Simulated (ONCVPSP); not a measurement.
**beryllium, ONCV: configuration errors across variants**

ONCVPSP 4.0.1 input, shortened (lines: element, Z, core and valence counts, functional; n l f; lmax; l rc ep ncon nbas qcut; lloc lpopt rc5 dvloc0; l nproj debl; icmod fcfact rcfact), LDA (Perdew-Wang 92), scalar-relativistic:

```
  Be 4.00    1    2  -001012      upf
    1    0    2.00
    2    0    1.00
    2    1    1.00
    2
    0    1.95    0.00    4    7    3.90
    1    3.95    0.00    4    8    4.40
    2    4.30    0.05    4    8    2.30
    4    5    1.40   -1.00
    0    1    3.90
    1    1    2.30
    2    2    1.00
    3    3.00    1.80
```

All-electron excitation energies from the reference (eV): (1) 2s2 2p0 -3.518; (2) 2s1 2p0 5.995; (3) 2s1.5 2p0 0.230; (4) 2s0 2p1 9.808.

A true bound ghost makes a file unfit for plane-wave use even where its test errors are small: the radial tests pick states by their node count and pass the ghost by.

Errors AE − PS in meV (a dash: test not solved or not reliable):

```csv
change,(1),(2),(3),(4),bound ghosts,GHOST(+) flags above zero
base,-9.9,+36,+11,-61,p,d
d: debl 0.25,-9.9,+36,+11,-61,"p, d",none
d: debl 0.4,-9.9,+36,+11,-61,"p, d",none
d: debl 0.7,-9.9,+36,+11,-61,p,d
d: debl 0.9,-9.9,+36,+11,-61,p,d
d: debl 1.45,-9.9,+36,+11,-61,p,none
d: debl 2.05,-9.9,+36,+11,-61,p,d
d: debl 3.45,-9.9,+36,+11,-61,p,none
d: debl 4.55,-9.9,+36,+11,-61,p,d
```

Problem. Give the same row for: d: debl 0.2.

Solution. -9.9, +36, +11, -61; bound ghosts: p, d; GHOST(+) flags above zero: none.
